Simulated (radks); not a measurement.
Spherical quantum dot in the effective-mass picture: electrons in a hard-walled sphere of radius 1.66, all in effective atomic units (hartree* = m*/eps^2 hartree, bohr* = eps/m* bohr), one dielectric constant everywhere. Calculated with a radial shooting solver with Libxc functionals: non-relativistic Kohn-Sham, exchange-only LDA, spin-polarised, spherical densities. Levels are named by radial order and angular momentum (1s, 1p, 1d, 2s, ...), and open shells are averaged over m. Results are scaled to m* = 0.034 and eps = 7.5, for which hartree* = 16.45 meV and bohr* = 11.67 nm.

N = 23, configuration 1s2 1p6 1d10 2s(up 1, down 0) 1f(up 4, down 0). This is the lowest configuration that the search found. Occupied and some empty levels:

level    occupation  eigenvalue (meV)  <r> (nm)
1s up             1            337.12     11.81
1s down           1            339.92     11.85
1p up             3            357.14     12.77
1p down           3            359.77     12.77
1d up             5            388.02     13.43
1d down           5            390.66     13.43
1f up             4            428.34     13.94
2s up             1            429.12     8.942
1f down           0            431.03     13.93
2s down           0            433.83     9.015
1g up             0            477.34     14.34
1g down           0            480.07     14.33
2p up             0            485.42     10.20
2p down           0            488.72     10.25
2d up             0            550.14     11.06
2d down           0            552.78     11.09

Energy (meV): total 5430.74, kinetic 2220.4, external 0, Hartree 3544.2, exchange-correlation -333.78.

Electron density:

r (nm)  n(r) (e/nm^3)
0.534       0.0007973
1.50        0.0007766
2.46        0.0007411
3.43        0.0006998
4.39        0.0006647
5.36        0.0006496
6.33        0.0006674
7.29        0.0007280
8.26        0.0008346
9.22        0.0009808
10.2         0.001149
11.2         0.001307
12.1         0.001417
13.1         0.001437
14.1         0.001335
15.0         0.001111
16.0        0.0007926
16.9        0.0004506
17.9        0.0001727
18.9       0.00001986
